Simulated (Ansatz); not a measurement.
Ansatz (a quantum-chemistry and plane-wave program) input:

Ansatz 0.2 input:
```yaml
crystal:
  periodic: [false, false, false]
  atoms:
    - {symbol: Cu, position_ang: [-0.00798843, -0.01496905, 0.00634429]}
    - {symbol: Br, position_ang: [2.26730481, -0.01361228, -0.01284851]}
    - {symbol: Br, position_ang: [-2.28331654, -0.01632576, 0.02577262]}
basis:
  gaussian:
    orbitals: def2-TZVP
hamiltonian:
  xc: b3lyp
  dispersion: d3bj
total_charge: -1
relax: {f_tol: 0.002, max_steps: 150}
```

Q: Which total energy does the run end on?

A: -6789.17418 Eh (B3LYP-D3(BJ)/def2-TZVP). The basis has 141 functions. The run takes around 30 core-seconds (rough).
